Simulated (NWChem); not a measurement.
# C3H5BO; SMILES C(BOC)#C

```xyz
10

B     -0.5470    -0.0530     0.0000
C     -0.0926    -1.5162     0.0000
C      0.2127    -2.6948     0.0000
H      0.4912    -3.7336     0.0000
H     -1.7286     0.2261     0.0000
O      0.3780     0.9196     0.0000
C      0.0501     2.2855     0.0000
H     -1.0409     2.4435     0.0000
H      0.4842     2.7629     0.8917
H      0.4842     2.7629    -0.8917
```
Atoms are numbered in this order, from 1.

Program: NWChem. Medium grid unless said otherwise, to which SCAN and Minnesota functionals are sensitive. All runs use the structure optimised with PBE0/def2-SVP. Hybrids' shares of exact exchange are those that their runs print; pure functionals count as 0. The functionals differ in more than this share.

```
row              share of exact exchange  highest occupied level (eV)
---------------  -----------------------  ---------------------------
PBE/def2-SVP                        0.00                        -6.63
BLYP/def2-SVP                       0.00                        -6.42
TPSSh/def2-SVP                      0.10                     withheld
B3LYP/def2-SVP                      0.20                        -7.62
M06-2X/def2-SVP                     0.54                        -9.15
```

Task: Fit a straight line of the last column on the one before it, predict the withheld value, and compare with the run.

Result: 
1. Means of the 4 shown rows: x = 0.185, y = -7.455. Slope Σ(x − x̄)(y − ȳ)/Σ(x − x̄)² = -0.9483/0.1947 = -4.871; intercept -6.554.
2. The shown rows scatter about the line by 0.091 (root mean square); the largest residual is +0.13, at BLYP/def2-SVP.
3. At x = 0.10 (TPSSh/def2-SVP; inside the shown range) the line gives -7.04.
4. The run gives -7.17, -0.13 from the line, 1.4 times the scatter.
